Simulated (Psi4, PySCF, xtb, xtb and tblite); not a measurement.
Relaxed torsion scan: SMILES F[Si](F)([SiH2][SiH2]C(F)(F)F)F (CH₄F₆Si₃). Scanned: dihedral C2–Si5–Si6–Si7; all other coordinates were relaxed at GFN2-xTB. GFN2-xTB can order the conformers of Si and Ge chains otherwise than DFT does. Points at φ and −φ are mirror images. Heavy atoms are numbered in the order of the SMILES FC(F)(F)[SiH2][SiH2][Si](F)(F)F, hydrogens after them in the order of the atoms that carry them; the mirror image has the same energies with the sign of each dihedral reversed.

- RKS-B3LYP/6-31G* = restricted B3LYP/6-31G*, spherical d, density fitting // GFN2-xTB in PySCF
- GFN2-xTB (xtb and tblite)
- GFN1-xTB // GFN2-xTB (xtb)
- PBE-D3(BJ)/def2-SVP // GFN2-xTB (Psi4)

Energies relative to the lowest point of each profile, in mEh; the last columns give the difference from PBE-D3(BJ):

| φ / ° | RKS-B3LYP/6-31G* | GFN2-xTB | GFN1-xTB | PBE-D3(BJ)/def2-SVP | RKS-B3LYP/6-31G* − PBE-D3(BJ)/def2-SVP | GFN2-xTB − PBE-D3(BJ)/def2-SVP | GFN1-xTB − PBE-D3(BJ)/def2-SVP |
|---|---|---|---|---|---|---|---|
| -150 | 1.9 | 0.3 | 1.1 | 2.7 | -0.8 | -2.3 | -1.6 |
| -120 | 2.7 | 0.9 | 0.9 | 3.5 | -0.8 | -2.7 | -2.6 |
| -90 | 1.8 | 1.0 | 0.6 | 2.1 | -0.3 | -1.1 | -1.5 |
| -60 | 0.1 | 1.2 | 0.1 | 0.0 | 0.1 | 1.2 | 0.1 |
| -30 | 0.0 | 1.8 | 0.0 | 0.3 | -0.3 | 1.5 | -0.3 |
| 0 | 0.9 | 2.2 | 0.4 | 1.6 | -0.7 | 0.6 | -1.2 |
| 30 | 0.0 | 1.8 | 0.0 | 0.3 | -0.3 | 1.5 | -0.3 |
| 60 | 0.1 | 1.2 | 0.1 | 0.0 | 0.1 | 1.2 | 0.1 |
| 90 | 1.8 | 1.0 | 0.6 | 2.1 | -0.3 | -1.1 | -1.5 |
| 120 | 2.7 | 0.9 | 0.9 | 3.5 | -0.8 | -2.7 | -2.6 |
| 150 | 1.9 | 0.3 | 1.1 | 2.7 | -0.8 | -2.3 | -1.6 |
| 180 | 1.3 | 0.0 | 1.1 | 1.9 | -0.6 | -1.9 | -0.8 |

RKS-B3LYP/6-31G* is furthest from PBE-D3(BJ)/def2-SVP at -120 (-0.8 mEh, below); its mean absolute difference over the points is 0.5 mEh.

GFN2-xTB is furthest from PBE-D3(BJ)/def2-SVP at -120 (-2.7 mEh, below); its mean absolute difference over the points is 1.7 mEh.

GFN1-xTB is furthest from PBE-D3(BJ)/def2-SVP at -120 (-2.6 mEh, below); its mean absolute difference over the points is 1.2 mEh.
